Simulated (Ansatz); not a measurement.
CH₃FGe, SMILES `[CH3][Ge][F]` at its PBE0-D4/def2-TZVP geometry, where that method's forces vanish. Total charge 0; spin multiplicity 1.

```xyz
6

C     0.3840   -0.3145    0.3080
Ge   -0.4483    0.0820   -1.4459
F    -1.5145    1.3472   -0.8277
H     1.1416   -1.0983    0.2501
H    -0.3988   -0.6173    1.0116
H     0.8360    0.6009    0.7040
```

(1) What forces (eV/Å) does PBE-D4/def2-TZVPP give on these atoms in Ansatz 0.2.0? (An estimate is asked.)

## Answers

(1) The calculation gave: 
```
C1   0.050 -0.042  0.041
Ge2  0.247 -0.375 -0.456
F3  -0.385  0.450  0.199
H4   0.148 -0.151 -0.004
H5  -0.146 -0.055  0.139
H6   0.086  0.173  0.081
```
